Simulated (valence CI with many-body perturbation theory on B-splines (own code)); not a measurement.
Tc29+: electric-dipole lines

Computed by configuration interaction combined with many-body perturbation theory (CI+MBPT): four valence electrons over a frozen Dirac-Fock core [Ne], radial functions for each j: 11 s, 11 p, 9 d, 7 f, 5 g, 2 h, 1 i, with the one-electron correlation potential Σ1 (screened to all orders), the two-electron term Σ2, the three-electron term Σ3, Breit, model QED; selected single and double excitations, second order for the rest (own B-spline code, finite nucleus).

No measured spectrum was set against this ion. As an estimate, large intervals hold to a few tenths of a per cent, small ones and those within an open d or f shell to about a per cent.

Lines 151 to 200 of 225 in falling wavelength, among levels below 2198400 cm⁻¹, chosen from the strongest by gf and those to the six lowest levels. Wavelengths and rates use the calculated energies. Electric multipoles are in the length gauge, E1 and E2 with the static RPA response of the core. Weak lines are less certain than strong ones. Lines between different terms over intervals too small for the method are left out, as are lines whose strength nearly cancels. The highest levels of a list are the least certain.

Names give the largest LS component (configuration and term), which can be under half, so a name can repeat, a term be missing and a line seem to break the LS rules; names also repeat where a configuration has a term twice. Letters in brackets count levels of one name in rising energy.

```tsv
λ vac (Å)	Upper	Lower	A (s⁻¹)	S (a.u.) with core polarisation	S without
91.35	3s.3p2.3d 3P_2 [b]	3s.3p3 3P°_1	9.37e+09	1.76e-02	1.80e-02
91.20	3s.3p2.3d 3F_4	3s.3p3 3D°_3	1.93e+10	6.50e-02	6.65e-02
90.54	3s.3p2.3d 3P_2 [a]	3s.3p3 3D°_1	6.73e+09	1.23e-02	1.26e-02
90.27	3s.3p2.3d 3D_3 [a]	3s.3p3 3D°_2	4.84e+10	1.23e-01	1.26e-01
90.19	3s.3p2.3d 3D_3 [c]	3s2.3p.3d 3F°_2 [a]	1.18e+10	2.99e-02	3.06e-02
90.08	3s.3p2.3d 3D_2 [c]	3s2.3p.3d 3F°_2 [a]	1.74e+10	3.13e-02	3.21e-02
90.05	3p4 3P_1	3s.3p3 5S°_2	1.23e+07	1.33e-05	1.34e-05
89.53	3s.3p2.3d 3F_2 [d]	3s.3p3 3D°_3	8.93e+09	1.58e-02	1.62e-02
89.44	3s.3p2.3d 1P_1 [b]	3s.3p3 3P°_0	1.47e+10	1.56e-02	1.60e-02
89.31	3p4 1D_2	3s.3p3 5S°_2	2.72e+09	4.77e-03	4.88e-03
89.21	3s.3p2.3d 1P_1 [a]	3s.3p3 3D°_1	9.23e+10	9.70e-02	9.93e-02
88.37	3s.3p2.3d 3F_3	3s.3p3 3D°_2	2.21e+10	5.27e-02	5.39e-02
88.27	3s.3p2.3d 3D_2 [a]	3s.3p3 3D°_3	1.13e+10	1.93e-02	1.97e-02
87.72	3s2.3p.3d 1P°_1	3s2.3p2 3P_2	1.53e+10	1.53e-02	1.57e-02
87.42	3s.3p2.3d 3D_2 [b]	3s.3p3 3D°_3	1.48e+10	2.44e-02	2.50e-02
87.38	3s.3p2.3d 5P_3	3s.3p3 5S°_2	7.00e+10	1.61e-01	1.65e-01
87.34	3s.3p2.3d 3D_3 [b]	3s.3p3 3D°_3	5.84e+10	1.34e-01	1.38e-01
87.15	3s.3p2.3d 3P_2 [b]	3s2.3p.3d 3F°_2 [a]	1.47e+10	2.40e-02	2.45e-02
86.38	3s2.3p.3d 3D°_1 [b]	3s2.3p2 1D_2	1.26e+10	1.20e-02	1.23e-02
86.37	3s.3p2.3d 3D_3 [c]	3s.3p3 3D°_3	4.47e+10	9.94e-02	1.02e-01
85.23	3s.3p2.3d 3F_2 [d]	3s.3p3 3D°_2	3.26e+10	4.98e-02	5.09e-02
85.18	3s.3p2.3d 3F_2 [c]	3s.3p3 5S°_2	3.26e+09	4.97e-03	5.10e-03
85.04	3s2.3p.3d 3D°_2	3s2.3p2 1D_2	1.46e+11	2.22e-01	2.27e-01
84.49	3s.3p3 3S°_1	3s2.3p2 3P_0	7.58e+10	6.77e-02	6.94e-02
84.44	3s.3p2.3d 3P_1 [a]	3s.3p3 3D°_2	4.94e+10	4.41e-02	4.51e-02
84.42	3s.3p2.3d 5P_2	3s.3p3 5S°_2	1.40e+11	2.07e-01	2.12e-01
84.27	3s2.3p.3d 3D°_3	3s2.3p2 1D_2	1.66e+11	3.43e-01	3.51e-01
84.16	3s.3p2.3d 5D_3	3s.3p3 5S°_2	4.35e+10	8.95e-02	9.16e-02
84.08	3s.3p2.3d 3D_2 [a]	3s.3p3 3D°_2	2.72e+10	4.00e-02	4.09e-02
83.96	3s.3p2.3d 3D_1 [a]	3s.3p3 3D°_1	7.50e+10	6.57e-02	6.73e-02
83.79	3s.3p2.3d 5P_1	3s.3p3 5S°_2	1.61e+11	1.40e-01	1.43e-01
83.72	3s2.3p.3d 3D°_1 [b]	3s2.3p2 3P_1	1.48e+11	1.28e-01	1.31e-01
83.58	3s.3p2.3d 3P_2 [b]	3s.3p3 3D°_3	8.23e+09	1.19e-02	1.21e-02
83.54	3s.3p2.3d 3P_1 [b]	3s.3p3 3D°_2	5.54e+10	4.78e-02	4.90e-02
83.31	3s.3p2.3d 3D_2 [b]	3s.3p3 3D°_2	2.70e+10	3.85e-02	3.94e-02
82.49	3s.3p2.3d 3P_0 [b]	3s.3p3 3D°_1	9.40e+10	2.60e-02	2.66e-02
82.46	3s2.3p.3d 3D°_2	3s2.3p2 3P_1	8.40e+10	1.16e-01	1.19e-01
82.35	3s.3p2.3d 3D_3 [c]	3s.3p3 3D°_2	6.30e+10	1.22e-01	1.24e-01
81.73	3s2.3p.3d 3P°_0	3s2.3p2 3P_1	1.68e+11	4.53e-02	4.64e-02
81.40	3s.3p2.3d 3P_2 [a]	3s.3p3 5S°_2	2.98e+10	3.97e-02	4.07e-02
81.12	3s2.3p.3d 3P°_1	3s2.3p2 1D_2	1.95e+10	1.54e-02	1.58e-02
80.96	3s.3p2.3d 3F_2 [d]	3s.3p3 3D°_1	1.53e+10	2.01e-02	2.05e-02
80.77	3s2.3p.3d 3D°_1 [a]	3s2.3p2 3P_0	1.42e+11	1.10e-01	1.13e-01
80.43	3s.3p2.3d 3G_3	3s.3p3 5S°_2	7.89e+08	1.42e-03	1.45e-03
80.32	3s.3p2.3d 1P_1 [a]	3s.3p3 5S°_2	1.30e+09	9.97e-04	1.02e-03
80.25	3s.3p2.3d 3P_1 [a]	3s.3p3 3D°_1	1.90e+10	1.46e-02	1.49e-02
79.93	3s.3p2.3d 3D_2 [a]	3s.3p3 3D°_1	4.76e+10	5.99e-02	6.13e-02
79.86	3s2.3p.3d 3P°_2 [b]	3s2.3p2 1D_2	1.26e+09	1.59e-03	1.62e-03
79.81	3s.3p2.3d 3P_2 [b]	3s.3p3 3D°_2	2.07e+10	2.60e-02	2.66e-02
79.66	3s.3p2.3d 1P_1 [b]	3s.3p3 3D°_2	2.27e+10	1.70e-02	1.74e-02
```
